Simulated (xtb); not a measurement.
The xtb input:
```
$ xtb mol.xyz --gfn 2 --uhf 1 --etemp 5000 --json

# file mol.xyz
21

C     -0.53608428     1.59741379    -1.87181813
Si    -0.11736644     0.93842841    -0.19522785
O     -1.02666715    -0.32203766     0.28778781
C     -2.41092301    -0.38594724     0.47464053
C     -2.77010341    -1.68109296     1.18858523
O      1.39656078     0.40061828    -0.35698788
C      2.18225323    -0.31463439     0.55532344
C      3.41189024    -0.86119726    -0.15467503
H     -1.55459834     1.74297786    -2.18475740
H      0.20253785     1.99901246    -2.53971618
H     -0.21631307     1.97910820     0.84676853
H     -2.74746741     0.47723964     1.06235511
H     -2.90876859    -0.34147202    -0.50223419
H     -2.43112153    -2.53190431     0.60340964
H     -2.28593384    -1.71538195     2.16122715
H     -3.84634796    -1.74637247     1.32358646
H      1.59647846    -1.13416246     0.98600211
H      2.48284490     0.35561608     1.37104260
H      3.98671879    -0.04329834    -0.58115987
H      3.10858626    -1.52598692    -0.95896810
H      4.03516911    -1.40927045     0.54689807
```

What does this run give for the partial charges in atom order, dipole moment, total energy (a free energy at this electronic temperature)?


| Quantity | Result |
|---|---|
| partial charges in atom order | C1 -0.19, Si2 0.55, O3 -0.36, C4 0.09, C5 -0.11, O6 -0.36, C7 0.09, C8 -0.11, H9 0.03, H10 0.05, H11 -0.07, H12 0.02, H13 0.03, H14 0.06, H15 0.05, H16 0.04, H17 0.03, H18 0.02, H19 0.05, H20 0.06, H21 0.04 |
| dipole moment | 1.67 D |
| total energy (a free energy at this electronic temperature) | -27.2061 Eh |
